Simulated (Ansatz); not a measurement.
A set of 12 reactions (bond dissociation), with CCSD(T)/CBS values in kJ/mol:

```json
{"reaction": "`[SiH3]CS[SiH3]` → `[CH2][SiH3]`• + `[SiH3][S]`•", "ΔE": "313.6"}
{"reaction": "`C[Te][SiH2]N` → `N[SiH2]`• + `C[Te]`•", "ΔE": "310.0"}
{"reaction": "`CC(C)N[SiH3]` → `C[CH]C`• + `[NH][SiH3]`•", "ΔE": "402.9"}
{"reaction": "`F[SiH2]S[SiH2]F` → H• + `F[SiH]S[SiH2]F`•", "ΔE": "413.2"}
{"reaction": "`FC(F)(F)S[SiH3]` → `F[C](F)F`• + `[SiH3][S]`•", "ΔE": "331.7"}
{"reaction": "`C[SiH2][SiH2]C` → H• + `C[SiH][SiH2]C`•", "ΔE": "396.1"}
{"reaction": "`F[SiH2]S[SiH2]F` → `F[SiH2][S]`• + `F[SiH2]`•", "ΔE": "407.2"}
{"reaction": "`C[SiH](F)I` → `[CH3]`• + `F[SiH]I`•", "ΔE": "409.3"}
{"reaction": "`COC(=O)C(C)(C)C` → `CO[C]=O`• + `C[C](C)C`•", "ΔE": "400.8"}
{"reaction": "`CBO[SiH2]C` → `CB[O]`• + `C[SiH2]`•", "ΔE": "491.6"}
{"reaction": "`FC(F)(F)S[SiH3]` → `FC(F)(F)[S]`• + `[SiH3]`•", "ΔE": "384.6"}
{"reaction": "`O[SiH](F)S[SiH2]F` → `O[SiH](F)[S]`• + `F[SiH2]`•", "ΔE": "414.3"}
```

Calculated with Ansatz (gas phase, PBE0-D4/def2-TZVP geometries, no zero-point term in ΔE). CCSD(T)/CBS adds triple-zeta CCSD(T) − MP2 to the extrapolated MP2 energy (def2 sets, frozen cores). This one scheme is used for every species, atoms too. DFT in def2-TZVPP. B3LYP here is the variant with VWN-RPA as its local correlation; programs differ in this. No spin–orbit coupling; open shells (•) take unrestricted orbitals. def2 core potentials past Kr. For I, Te outer-core shells are correlated without core-valence functions, so the limit isn't a true one: a few kJ/mol of doubt a bond, and 10 to 20 or more in all where bonds break to atoms. One conformer a species, not always the lowest.

Give the mean, mean absolute and largest difference (level minus CCSD(T)/CBS, kJ/mol) for: PBE-D4, PBE0-D4, PBE, r2SCAN, B3LYP, MP2/def2-TZVPP, SCS-MP2/def2-TZVPP, CCSD/def2-TZVPP, HF/def2-QZVPP, MP2/def2-QZVPP, SCS-MP2/def2-QZVPP, HF/CBS(def2), MP2/CBS(def2), CCSD/CBS(def2). (Best estimate.)

Computed: 
```csv
level,mean,mean absolute,largest
PBE-D4,-24.1,24.1,-63.3
PBE0-D4,-20.4,20.4,-41.5
PBE,-33.6,33.6,-71.2
r2SCAN,-34.2,34.2,-56.1
B3LYP,-41.8,41.8,-65.2
MP2/def2-TZVPP,5.6,11.7,33.7
SCS-MP2/def2-TZVPP,-0.5,7.8,24.9
CCSD/def2-TZVPP,-22.1,22.1,-30.6
HF/def2-QZVPP,-122.5,122.5,-159.6
MP2/def2-QZVPP,12.9,17.1,43.3
SCS-MP2/def2-QZVPP,7.5,7.8,35.1
HF/CBS(def2),-122.6,122.6,-159.6
MP2/CBS(def2),18.6,21.8,49.7
CCSD/CBS(def2),-9.0,9.1,-15.9
```

The largest T1 diagnostic in the set is 0.032, for `CB[O]`• (customary mark 0.045).

CCSD(T)/CBS is a level of theory with its own doubt, and the functionals carry their triple-zeta basis error, so these figures describe this set and don't rank the functionals.
